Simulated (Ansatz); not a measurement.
`ClB1CC1Cl` + H₂ → `ClC1BC1` + HCl at 400 K and 1 bar (hydrogenolysis of a B–Cl bond).

Gas-phase electronic energies from Ansatz, PBE0-D4/def2-TZVP geometries. CCSD(T)/CBS is the MP2 limit (def2-TZVPP, def2-QZVPP) plus CCSD(T) − MP2 in def2-TZVPP, frozen cores. This one scheme is used for every species.

```csv
species,CCSD(T)/CBS energy (Eh),H − E (kJ/mol),S (J/(mol·K))
`ClB1CC1Cl`,-1022.24527,153.7,352.5
H₂,-1.17544,38.0,139.0
`ClC1BC1`,-563.01451,167.0,318.0
HCl,-460.38127,29.6,195.4
```

H − E and S are ideal-gas, rigid-rotor, harmonic terms from PBE0-D4/def2-TZVP, for one conformer and one mirror image of each species. The MP2-based limit puts H₂ 0.8 mEh under its directly extrapolated value; such offsets cancel only in part. 1 Eh = 2625.50 kJ/mol, R = 8.31446 J/(mol·K).

Q: By hand: ΔE, ΔH, ΔS and ΔG.

A: ΔE = (-563.01451) + (-460.38127) − (-1022.24527) − (-1.17544) = 0.02493 Eh = 65.5 kJ/mol. Δ(H − E) = 167.0 + 29.6 − 153.7 − 38.0 = 4.9, so ΔH = 70.4 kJ/mol. ΔS = 318.0 + 195.4 − 352.5 − 139.0 = 21.9 J/(mol·K). ΔG = 70.4 − 400 × (21.9)/1000 = 61.6 kJ/mol.

Q: By hand: the equilibrium constant, and the temperature at which ΔG would vanish if ΔH and ΔS stayed fixed.

A: log₁₀ K = −ΔG/(RT ln 10) = -8.0. ΔG = 0 at ΔH/ΔS = 3215 K, far beyond where these terms or the molecules hold.

ΔH outweighs TΔS. A doubt of 5 kJ/mol in ΔE shifts log₁₀ K by 0.7 here. Other conformers and mirror images would add mixing entropy, several J/(mol·K) or more a flexible species. These are equilibria of isolated gas molecules and say nothing of rates. Largest T1 diagnostic: 0.011 (customary marks: 0.02 for closed shells, 0.045 for open ones).
